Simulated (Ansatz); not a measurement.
A made-up structure of B3H4Cl, closed shell:

B1  (-0.390, 1.366, -0.579)
B2  (-0.215, -0.243, -0.240)
B3  (0.677, -1.042, 0.900)
Cl4  (-1.163, -1.313, -1.298)
H5  (-1.252, 2.021, -0.065)
H6  (0.323, 1.919, -1.367)
H7  (-0.508, -0.236, 0.872)
H8  (0.224, -1.301, 1.978)
(Å)

It is relaxed with PBE-D4/def2-SVP and then PBE0-D4/def2-TZVP (Ansatz 0.2.0). Atoms count as bonded within 1.22 times the sum of their covalent radii (H–H: 0.88 Å). The end point is not checked to be a true minimum.

Task: Does its bonding change? (A judgement: the text doesn't fix the answer.)

Result: By the calculation: Yes. Formed: B3–H7; broken: B2–H7.

Where it ends: The first stage lowers the energy by 2.00 eV in 17 steps. It ends as B₃H₄Cl ([BH2][B]([BH2])[Cl]):
```
8
angstrom
B -0.3105 1.4881 -0.7210
B -0.4065 -0.1000 -0.2694
B -0.1062 -0.8645 1.1661
Cl -0.9312 -1.1910 -1.5719
H -1.2532 2.2208 -0.6257
H 0.6968 1.9451 -1.1805
H -0.9714 -1.0262 1.9785
H 0.9787 -1.3017 1.4239
```

Labels in which every atom is bracketed show which atoms are joined, not bond orders.

For scale, one of the runs: PBE0-D4/def2-TZVP relaxation, 154 basis functions, launched by `ansatz run in.yaml --threads 2 --pin off --events-out ev --progress --plain --max-ram 4352MiB`. Hardware: 2 CPU threads of an Arm Neoverse V1, shared host. Wall time about 29 s.
